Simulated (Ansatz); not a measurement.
Program: Ansatz. Geometries: PBE0-D4/def2-TZVP. ΔE: electronic, gas phase. CCSD(T)/CBS is the MP2 limit (def2-TZVPP, def2-QZVPP) plus CCSD(T) − MP2 in def2-TZVPP, frozen cores. For Se outer-core shells are correlated without core-valence functions, which leaves a few kJ/mol of doubt a bond. Scalar relativity is left out up to krypton. Each species was taken in one conformer, which may not be the lowest.

`CC(=N)BO` + `N=C=[Se]` → `CN=C=[Se]` + `N=CBO`  (substitution at a C–C bond)

| species | CCSD(T)/CBS(def2) energy (Eh) |
| --- | --- |
| `CC(=N)BO` | -234.41750 |
| `N=C=[Se]` | -2494.03085 |
| `CN=C=[Se]` | -2533.28687 |
| `N=CBO` | -195.15297 |

Problem. Work out ΔE.

Solution. ΔE = (-2533.28687) + (-195.15297) − (-234.41750) − (-2494.03085) = 0.00851 Eh = +22.3 kJ/mol.

Largest T1 diagnostic among the species: 0.016.

From PBE to PBE0 (25 % exact exchange), in def2-TZVPP and without D4, ΔE moves by −3.5 kJ/mol. In def2-TZVPP, CCSD(T) changes the Hartree–Fock value by +16.7 kJ/mol (the triples alone add +4.1 kJ/mol) and MP2 by +16.2 kJ/mol.
